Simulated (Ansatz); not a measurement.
Mulliken charges of AlClH₂O₂ (`[OH][Al]([OH])[Cl]`) from ωB97M-V/def2-TZVPP in Ansatz (PBE0-D4/def2-TZVP geometry).

```json
{"atom": "O1", "x (Å)": "-0.158", "y (Å)": "1.388", "z (Å)": "-0.845", "charge (e)": "-0.380"}
{"atom": "Al2", "x (Å)": "-0.040", "y (Å)": "-0.076", "z (Å)": "-0.030", "charge (e)": "0.667"}
{"atom": "O3", "x (Å)": "1.050", "y (Å)": "-0.191", "z (Å)": "1.243", "charge (e)": "-0.380"}
{"atom": "Cl4", "x (Å)": "-1.219", "y (Å)": "-1.713", "z (Å)": "-0.585", "charge (e)": "-0.245"}
{"atom": "H5", "x (Å)": "-0.757", "y (Å)": "1.521", "z (Å)": "-1.578", "charge (e)": "0.169"}
{"atom": "H6", "x (Å)": "1.166", "y (Å)": "-0.993", "z (Å)": "1.749", "charge (e)": "0.169"}
```

Question: By hand: the dipole of these point charges (1 e Å = 4.8032 D).

Answer: Σ q r = (0.002, 0.003, 0.001) e Å, of length 0.004 e Å = 0.02 D.

Question: How does the dipole of the full density compare? (An estimate is asked.)

Answer: Computed: (-0.094, -0.132, -0.045) e Å, 0.81 D; the point charges give 0.02 times that, at 178° from its direction, so they point the opposite way.

Point charges leave out the atoms' own dipoles, such as those of lone pairs, and Mulliken's split depends on the basis, so the two needn't agree.
